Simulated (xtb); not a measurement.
C₄H₁₁O₄Si, doublet, geometry from GFN2-xTB; GFN0-xTB run with xtb.

Here is a job for xtb.
```
$ xtb coord --gfn 0 --uhf 1 --json

# file coord
$coord
      0.6797766468      -3.9588749796      -3.2964171625  c
      1.3628117484      -1.7954624281      -2.1466196703  o
     -0.0144128656      -0.0410104206      -0.0119018353  si
      2.0606552163       2.0877894536       0.7444362529  o
      4.6192955963       1.7423771300       1.3708555377  c
     -0.9149104875      -1.9733543669       2.1865750001  o
     -2.5393670255      -1.4937699011       4.2343779623  c
     -2.5184031786       1.4861487490      -0.8977126381  o
     -2.6930048775       3.5281715303      -2.5883936076  c
      2.1092794191      -4.8105111058      -4.4545542428  h
     -0.9395639112      -4.9814722851      -2.6370825713  h
      4.7992883814       0.6856659027       3.1338721998  h
      5.4559571548       3.6118391545       1.5953313797  h
      5.5971282568       0.7147226906      -0.1245335563  h
     -2.9462932036      -3.3027365956       5.1326249393  h
     -4.2891436238      -0.6261658348       3.5791918680  h
     -1.6347972516      -0.2321545741       5.5938301556  h
     -4.6259040820       4.2361832933      -2.4991546551  h
     -2.2702548508       2.9097403635      -4.5110619672  h
     -1.3753443365       5.0206410731      -2.0578053392  h
$end
```

Predict the main parts of the log of this xtb run.


```
   ID    Z sym.   atoms
    1    6 c      1, 5, 7, 9
    2    8 o      2, 4, 6, 8
    3   14 si     3
    4    1 h      10-20

           -------------------------------------------------
          |                Calculation Setup                |
           -------------------------------------------------

           -------------------------------------------------
          |                 G F N 0 - x T B                 |
           -------------------------------------------------

          ...................................................
          :                      SETUP                      :
          :.................................................:
          :  # basis functions                  64          :
          :  # atomic orbitals                  63          :
          :  # shells                           41          :
          :  # electrons                        55          :
          :  electronic temp.          300.0000000     K    :
          :  accuracy                    1.0000000          :
          :  -> integral cutoff          0.2500000E+02      :
          :  -> integral neglect         0.1000000E-07      :
          ...................................................

         :::::::::::::::::::::::::::::::::::::::::::::::::::::
         ::                     SUMMARY                     ::
         :::::::::::::::::::::::::::::::::::::::::::::::::::::
         :: total energy             -29.337273288788 Eh    ::
         :: gradient norm              0.032969912875 Eh/a0 ::
         :: HOMO-LUMO gap              4.204014028754 eV    ::
         ::.................................................::
         :: H0 energy                -29.413424804432 Eh    ::
         :: repulsion energy           0.303304855412 Eh    ::
         :: electrostat energy        -0.170368974056 Eh    ::
         :: -> Gsolv                   0.000000000000 Eh    ::
         ::    -> Gsasa                0.000000000000 Eh    ::
         ::    -> Gshift               0.000000000000 Eh    ::
         :: dispersion energy         -0.007041829552 Eh    ::
         :: short-range corr.         -0.049742536161 Eh    ::
         :: add. restraining           0.000000000000 Eh    ::
         :: total charge              -0.000000000000 e     ::
         :::::::::::::::::::::::::::::::::::::::::::::::::::::

           -------------------------------------------------
          |                Property Printout                |
           -------------------------------------------------

    * Orbital Energies and Occupations

         #    Occupation            Energy/Eh            Energy/eV
      -------------------------------------------------------------
         1        2.0000           -0.7008509             -19.0711
       ...           ...                  ...                  ...
        16        2.0000           -0.5291807             -14.3997
        17        2.0000           -0.5172734             -14.0757
        18        2.0000           -0.5159281             -14.0391
        19        2.0000           -0.5108125             -13.8999
        20        2.0000           -0.4744712             -12.9110
        21        2.0000           -0.4448486             -12.1049
        22        2.0000           -0.4418814             -12.0242
        23        2.0000           -0.4337532             -11.8030
        24        2.0000           -0.4311104             -11.7311
        25        2.0000           -0.4206749             -11.4471
        26        2.0000           -0.4181161             -11.3775
        27        2.0000           -0.4156164             -11.3095
        28        1.0000           -0.3243075              -8.8249 (HOMO)
        29                         -0.1698128              -4.6208 (LUMO)
        30                         -0.1650613              -4.4915
        31                         -0.1525227              -4.1504
        32                         -0.1499632              -4.0807
        33                         -0.1368364              -3.7235
        34                         -0.1290831              -3.5125
        35                         -0.1214793              -3.3056
        36                         -0.1110968              -3.0231
        37                         -0.0972539              -2.6464
        38                         -0.0953003              -2.5933
        39                         -0.0906271              -2.4661
       ...                                ...                  ...
        63                          0.5218256              14.1996
      -------------------------------------------------------------
                  HL-Gap            0.1544947 Eh            4.2040 eV
             Fermi-level            0.0000000 Eh            0.0000 eV

     #   Z          covCN         q      C6AA      α(0)
     1   6 c        2.763    -0.051    30.868     9.069
     2   8 o        1.623    -0.443    21.551     6.278
     3  14 si       3.310     0.924   139.456    23.077
     4   8 o        1.620    -0.482    22.364     6.396
     5   6 c        3.681    -0.016    23.539     7.027
     6   8 o        1.620    -0.477    22.254     6.380
     7   6 c        3.683    -0.018    23.583     7.033
     8   8 o        1.620    -0.480    22.325     6.390
     9   6 c        3.682    -0.016    23.545     7.028
    10   1 h        0.926     0.119     1.623     1.992
    11   1 h        0.926     0.120     1.612     1.985
    12   1 h        0.924     0.085     1.932     2.174
    13   1 h        0.924     0.091     1.873     2.140
    14   1 h        0.924     0.097     1.817     2.108
    15   1 h        0.924     0.092     1.859     2.132
    16   1 h        0.925     0.098     1.806     2.101
    17   1 h        0.924     0.084     1.936     2.176
    18   1 h        0.924     0.091     1.869     2.138
    19   1 h        0.924     0.087     1.908     2.160
    20   1 h        0.924     0.097     1.816     2.108

 Mol. C6AA /au·bohr⁶  :       4232.174966
 Mol. C8AA /au·bohr⁸  :     116119.699711
 Mol. α(0) /au        :        101.893325

Wiberg/Mayer (AO) data.
largest (>0.10) Wiberg bond orders for each atom

 ---------------------------------------------------------------------------
     #   Z sym  total        # sym  WBO       # sym  WBO       # sym  WBO
 ---------------------------------------------------------------------------
     1   6 c    3.399 --     2 o    1.372    11 h    0.983    10 h    0.983
     2   8 o    2.461 --     1 c    1.372     3 si   0.980
     3  14 si   4.238 --     8 o    1.050     6 o    1.046     4 o    1.041
                             2 o    0.980
     4   8 o    2.156 --     3 si   1.041     5 c    0.982
     5   6 c    3.947 --     4 o    0.982    13 h    0.981    12 h    0.981
                            14 h    0.980
     6   8 o    2.159 --     3 si   1.046     7 c    0.981
     7   6 c    3.946 --     6 o    0.981    17 h    0.981    15 h    0.981
                            16 h    0.980
     8   8 o    2.167 --     3 si   1.050     9 c    0.982
     9   6 c    3.946 --     8 o    0.982    19 h    0.981    18 h    0.981
                            20 h    0.980
    10   1 h    1.008 --     1 c    0.983
    11   1 h    0.995 --     1 c    0.983
    12   1 h    0.994 --     5 c    0.981
    13   1 h    1.005 --     5 c    0.981
    14   1 h    0.996 --     5 c    0.980
    15   1 h    1.005 --     7 c    0.981
    16   1 h    0.995 --     7 c    0.980
    17   1 h    0.995 --     7 c    0.981
    18   1 h    1.005 --     9 c    0.981
    19   1 h    0.995 --     9 c    0.981
    20   1 h    0.995 --     9 c    0.980
 ---------------------------------------------------------------------------

Topologies differ in total number of bonds
Writing topology from bond orders to xtbtopo.mol

 dipole moment from electron density (au)
     X       Y       Z
   0.1845   0.6115   0.4228  total (Debye):    1.947

           -------------------------------------------------
          | TOTAL ENERGY              -29.337273288788 Eh   |
          | GRADIENT NORM               0.032969912875 Eh/α |
          | HOMO-LUMO GAP               4.204014028754 eV   |
           -------------------------------------------------

normal termination of xtb
```
